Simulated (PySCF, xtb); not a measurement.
CH5BFN, SMILES CB(N)F.

Coordinates come from a ωB97X-D3(BJ)/def2-SVP optimisation. The values are those of a single conformer.

Calculation: IEF-PCM-M06-2X/def2-SVP in PySCF.

The values are the electrostatic part of the solvation free energy, E(continuum) − E(gas) at the gas-phase geometry, in a cavity of scaled van der Waals radii (PySCF's table); cavitation and dispersion terms are not included. In vacuum the orbital gap is 11.92 eV. The dipole moment in vacuum is 2.31 D.

### Question
Estimate the values in water (ε = 78.36), 2-propanol (ε = 19.26), cyclohexanone (ε = 15.62). (The exact figures need the calculation; the answer reports its results.)

### Answer

| solvent | ε | ΔG(elec) (kcal/mol) | dipole (D) | gap (eV) |
|---|---|---|---|---|
| water | 78.36 | -4.1 | 2.79 | 12.03 |
| 2-propanol | 19.26 | -3.9 | 2.76 | 12.03 |
| cyclohexanone | 15.62 | -3.8 | 2.75 | 12.03 |

For comparison, GFN2-xTB/ALPB(water) (xtb, at the GFN2-xTB geometry, all terms of that model) gives -4.9 kcal/mol.
